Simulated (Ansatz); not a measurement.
CH3FGe (`[CH3][Ge][F]`), relaxed with RKS PBE0-D4/def2-TZVP in Ansatz from a PBE-D4/def2-SVP geometry. The force threshold is 0.005 eV/Å; the program also tests the step.

Total charge 0; spin multiplicity 1.

Start:

```xyz
6

C    -0.503    0.310    0.003
Ge    1.193   -0.185   -0.950
F     1.781   -1.295    0.319
H    -1.131    1.019   -0.572
H    -0.251    0.762    0.987
H    -1.090   -0.611    0.214
```

By how much does the energy fall, and how many steps does the optimiser take? (An estimate is asked.)

Computed: 2.30 kJ/mol, in 5 steps.

Which bonds change most? (An estimate is asked.)

The calculation gave: C1–Ge2 from 2.007 to 1.981 Å; Ge2–F3 from 1.785 to 1.766 Å; C1–H6 from 1.112 to 1.095 Å; C1–H5 from 1.112 to 1.095 Å.

Give the relaxed structure. (Best estimate.)

Ansatz gave: 
```xyz
6

C    -0.498    0.306    0.004
Ge    1.175   -0.181   -0.941
F     1.752   -1.274    0.321
H    -1.116    1.006   -0.562
H    -0.242    0.748    0.972
H    -1.071   -0.605    0.207
```
